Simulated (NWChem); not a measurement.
# C$_{4}$H$_{6}$S; SMILES C=C=CSC

```xyz
11

C     -0.3743     2.5088     0.0000
C      0.3284     1.4044     0.0000
C      1.0352     0.3028     0.0000
S      0.4236    -1.3698     0.0000
C     -1.3774    -1.0912     0.0000
H     -0.6782     2.9973     0.9257
H     -0.6782     2.9973    -0.9257
H      2.1232     0.3367     0.0000
H     -1.8438    -2.0795     0.0000
H     -1.6860    -0.5420     0.8933
H     -1.6860    -0.5420    -0.8933
```
Atoms are numbered in this order, from 1.

Program: NWChem. Medium grid unless said otherwise, to which SCAN and Minnesota functionals are sensitive. The geometry was optimised at B3LYP/6-31G* (spherical d). B3LYP is NWChem's, with the RPA form of VWN correlation. Total energies of different functionals are on different scales.

```json
[
 {"level": "PBE/def2-TZVP", "energy (Ha)": "-553.8504", "highest occupied level (eV)": "-5.04", "orbital gap (eV)": "3.77", "dipole (D)": "1.24"},
 {"level": "B3LYP/def2-TZVP", "energy (Ha)": "-554.2567", "highest occupied level (eV)": "-5.92", "orbital gap (eV)": "5.42", "dipole (D)": "1.26"},
 {"level": "PBE0/def2-TZVP", "energy (Ha)": "-553.8968", "highest occupied level (eV)": "[?]", "orbital gap (eV)": "[?]", "dipole (D)": "1.33"},
 {"level": "TPSSh/def2-TZVP", "energy (Ha)": "-554.2641", "highest occupied level (eV)": "-5.53", "orbital gap (eV)": "4.83", "dipole (D)": "1.32"},
 {"level": "r2SCAN/def2-TZVP", "energy (Ha)": "-554.1071", "highest occupied level (eV)": "-5.22", "orbital gap (eV)": "4.15", "dipole (D)": "1.33"},
 {"level": "PW6B95/def2-TZVP", "energy (Ha)": "-554.7573", "highest occupied level (eV)": "-6.20", "orbital gap (eV)": "6.00", "dipole (D)": "1.28"}
]
```

Task: What belongs in the gaps?

Result: 
- PBE0/def2-TZVP, highest occupied level (eV): -6.13
- PBE0/def2-TZVP, orbital gap (eV): 5.84
